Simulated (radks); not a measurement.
Results of a calculation; reference values are marked as such.
Species: Tm II. Configuration: [Xe] 4f9 5d3 6s2 (not the ground configuration). Level of theory: scalar-relativistic Kohn-Sham, PBEsol, spin-polarised, spherical densities, finite nucleus; open shells are filled with parallel spins first (spin-orbit coupling, left out, can overturn this in heavy ions); Fermi nuclear charge, rms radius 5.2256 fm (a radial shooting solver on a logarithmic mesh with Libxc functionals). Some entries of the table are withheld. Estimate them.

| orbital | occ. | eigenvalue (hartree) | r(max) (bohr) | <r^2> (bohr^2) |
|---|---|---|---|---|
| 1s down | 1 | -2178.968 | 0.01262 | 0.0005489 |
| 1s up | 1 | -2178.968 | 0.01262 | 0.0005489 |
| 2s up | 1 | -368.9962 | 0.07192 | 0.008523 |
| 2s down | 1 | -368.9871 | 0.07192 | 0.008523 |
| 2p up | 3 | -326.0640 | 0.05856 | 0.006950 |
| 2p down | 3 | -326.0570 | 0.05856 | 0.006949 |
| 3s up | 1 | -84.35401 | 0.2034 | 0.05591 |
| 3s down | 1 | -84.25235 | 0.2033 | 0.05583 |
| 3p up | 3 | -71.35112 | 0.2003 | 0.05636 |
| 3p down | 3 | -71.24939 | 0.2002 | 0.05627 |
| 3d up | 5 | -55.25366 | 0.1634 | 0.04698 |
| 3d down | 5 | -55.17335 | 0.1633 | 0.04687 |
| 4s up | 1 | -17.99325 | 0.4635 | 0.2767 |
| 4s down | 1 | -17.79271 | 0.4635 | 0.2770 |
| 4p up | 3 | -13.68596 | 0.4842 | 0.3122 |
| 4p down | 3 | -13.49009 | 0.4842 | 0.3127 |
| 4d up | 5 | -7.96027 | 0.4979 | 0.3649 |
| 4d down | 5 | -7.76823 | 0.4981 | 0.3663 |
| 5s up | 1 | -2.95513 | 1.049 | 1.495 |
| 5s down | 1 | -2.82988 | 1.052 | 1.507 |
| 5p up | 3 | -1.84397 | 1.176 | (1) |
| 5p down | 3 | -1.72786 | 1.181 | (2) |
| 4f up | 7 | -1.63001 | 0.4781 | 0.5462 |
| 4f down | 2 | -1.44282 | 0.4797 | 0.5609 |
| 5d up | 3 | -0.54849 | 1.536 | 4.308 |
| 6s up | 1 | -0.47269 | 2.647 | 10.04 |
| 5d down | 0 | -0.45666 | 1.555 | 4.773 |
| 6s down | 1 | -0.42467 | 2.758 | 11.08 |

Answer. 
(1) 5p up <r^2> (bohr^2): 1.997
(2) 5p down <r^2> (bohr^2): 2.023
